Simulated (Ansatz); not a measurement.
The cluster Ge₂Cl₂, relaxed as a singlet with RKS PBE-D4/def2-SVP in Ansatz, starting from the GFN2-xTB geometry. Force threshold 0.02 eV/Å.

The structure comes from a short search, and lower isomers may exist.

Start:

Cartesian coordinates in Å:
```
Ge -0.5520 1.1435 -0.3879
Ge 0.4617 -1.0759 0.6254
Cl 1.3107 2.2575 -0.2891
Cl -1.2205 -2.3251 0.0516
```

**Question.** Estimate the energy that the relaxation releases and the steps that it takes.

**Answer.** 98.0 kJ/mol, in 16 steps; 10 s on 4 threads of Arm Neoverse V2 on a shared host. No frequencies were taken in this run, so the end may be a saddle point.

**Question.** Does the start keep its bonding and symmetry?

**Answer.** Bonds formed: Ge1–Cl4, Ge2–Cl3 (atoms count from 1). The end is the same structure that another start reached, the lowest one found. Point group C2 at the start, C2v at the end, both within 0.05 Å.

**Question.** Predict the relaxed structure.

**Answer.** 
```xyz
4

Ge   -1.1257    0.8802    0.0679
Ge    0.6652   -0.5354    1.1478
Cl    1.2415    1.1216   -0.5917
Cl   -0.7810   -1.4663   -0.6241
```
Bond lengths: 4 × Cl–Ge 2.47 Å; 1 × Ge–Ge 2.53 Å.
